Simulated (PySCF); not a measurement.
**Diatomic cations of B with the fourth-period p block**

CCSD(T) with double-zeta basis sets in PySCF, for the lowest determinant that a PBE0 search found; no spin–orbit coupling. De refers to high-spin ground-configuration atoms (the charge goes to the atom of lower measured ionisation energy or higher electron affinity, which is not always the lowest computed limit).

```tsv
M	basis	reference, frozen orbitals	charged atom	state (unpaired electrons)	Re (Å)	ωe (cm⁻¹)	De (eV)
Ga	x2c-SVPall	UHF, 10	Ga+	doublet (σ ↑)	2.764	206	0.66
Ge	x2c-SVPall	UHF, 10	Ge+	triplet (σ ↑, π ↑)	2.200	445	2.09
As	jorge-DZP-DKH	UHF, 10	B+	quartet (σ ↑, π ↑↑)	1.979	582	2.11
Br	pcseg-1	UHF, 10	B+	doublet (σ ↑)	1.765	932	2.57
```

The shortest bond is that of BBr⁺ (1.765 Å), the longest that of GaB⁺ (2.764 Å). BBr⁺ is bound most strongly (2.57 eV) and GaB⁺ least (0.66 eV).

The rows differ in basis set, which adds steps of its own.

The state changes along the series, so neighbouring rows are not always alike in their bonding.

Correlated steps freeze 10 core orbitals. Correlated levels converge slowly with the basis: in double zeta they bind strong bonds too weakly, by up to about 1 eV, and carry superposition errors of some tenths. Spin–orbit coupling is left out. For an ion De counts to the pair picked by the measured ionisation energies or electron affinities, which need not be the lowest pair at this level. States were picked by a PBE0 search and need not be the measured ground states.
